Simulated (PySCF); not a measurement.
Vertical excitations of a molecule C5H5Cl from PySCF with TDA-PBE/def2-SVPD, as energy in eV (oscillator strength): 5.83 (0.003), 5.90 (0.007), 6.12 (0.003), 6.14 (0.003), 6.43 (0.011), 6.60 (0.023), 6.72 (0.019), 6.75 (0.029), 6.80 (0.028), 6.97 (0.008). Lowest triplet (TDA): 5.09 eV. The structure is a stationary point at PBE0-D3(BJ)/def2-SVP. The values are those of a single conformer.

Pick the molecule that these values belong to.
A) ClC1=CC=CC1
B) C#C/C(C)=C/Cl
C) C=C=C(Cl)C=C
D) C#C[C@H]1C[C@H]1Cl

D, C#C[C@H]1C[C@H]1Cl
